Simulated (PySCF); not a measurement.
## How the method moves the HOMO and LUMO of Me3Si(SMe)

Me3Si(SMe), C₄H₁₂SSi.
Cartesian coordinates in Å at the PBE0-D3(BJ)/def2-SVP level; atoms count from 1:
```
atom  x, y, z in Å
C1     2.6405    0.0352    0.0528
S2     1.3933    0.4146    1.3255
Si3   -0.4350    0.0687    0.2312
C4    -0.4858   -1.7010   -0.3995
C5    -1.7957    0.3804    1.4829
C6    -0.5640    1.2636   -1.2141
H7     2.5878   -1.0158   -0.2646
H8     2.5392    0.6914   -0.8234
H9     3.6245    0.2127    0.5071
H10   -1.4349   -1.8978   -0.9246
H11   -0.3971   -2.4138    0.4345
H12    0.3328   -1.9001   -1.1085
H13   -2.7859    0.2420    1.0199
H14   -1.7139   -0.3141    2.3330
H15   -1.7412    1.4080    1.8740
H16    0.2532    1.1143   -1.9369
H17   -0.5204    2.3048   -0.8600
H18   -1.5151    1.1198   -1.7526
```

Basis pcSseg-1 throughout (PySCF), one geometry. Geometry: PBE0-D3(BJ)/def2-SVP; no solvent, vibrations or thermal averaging.

Question: How do the orbital energies, the gap and the dipole change with the method?

Answer: 
```csv
method,kind,HOMO (eV),LUMO (eV),gap (eV),μ (D),SCF cycles
B97-D,GGA,-5.29,0.04,5.33,1.84,13
KT2,GGA,-5.41,-0.26,5.15,1.81,13
KT3,GGA,-5.41,-0.20,5.22,1.79,13
B3LYP,global hybrid,-6.29,0.55,6.84,1.85,12
B97-2,global hybrid,-6.30,0.80,7.10,1.93,11
PBE0,global hybrid,-6.54,0.81,7.35,1.94,12
mPW1PW91,global hybrid,-6.57,0.82,7.39,1.94,12
BHandHLYP,global hybrid,-7.62,1.60,9.22,1.93,12
CAM-B3LYP,range-separated hybrid,-7.84,1.76,9.61,1.91,12
wB97X-D,range-separated hybrid,-8.41,2.59,11.01,2.01,12
LC-wPBE,range-separated hybrid,-9.25,3.07,12.32,2.04,12
```

The HOMO spans 3.96 eV, from B97-D down to LC-wPBE, and the gap runs from 5.15 eV (KT2) to 12.32 eV (LC-wPBE). Over the methods B97-D (0 %), KT2 (0 %), KT3 (0 %), B3LYP (20 %), B97-2 (21 %), PBE0 (25 %), mPW1PW91 (25 %), BHandHLYP (50 %), a straight line through the gap against the share of exact exchange rises by 0.81 eV for each 10 % (correlation coefficient 0.998). The dipole ranges from 1.79 D (KT3) to 2.04 D (LC-wPBE). This basis has no diffuse functions.

The vertical ΔSCF ionisation energy at CAM-B3LYP/def2-SVPD is 8.61 eV; −ε(HOMO) comes closest to it with wB97X-D (8.41 eV).
